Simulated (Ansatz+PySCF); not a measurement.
A calculation with PySCF 2.14.0.

```python
from pyscf import gto, scf, cc

mol = gto.M(atom="""
H 0.000000 0.000000 0.000000
Be 0.632560 0.843420 1.826050
""", basis='6-31g', charge=1, spin=0)
mf = scf.RHF(mol)
mf.kernel()
mycc = cc.CCSD(mf, frozen=None).run()
et = mycc.ccsd_t()
print(mf.e_tot, mycc.e_corr, et, mycc.e_tot + et)
```

The script is written out from the run's settings.

Results

- Converged: yes
- Reference energy: -14.76610 hartree
- CCSD correlation energy: -0.05006 hartree
- Triples correction: -0.00009 hartree
- Total energy: -14.81626 hartree
- Spin squared of the determinant: 0.000

Caution: large amplitudes, a single reference is doubtful; an unrestricted determinant lies well below.
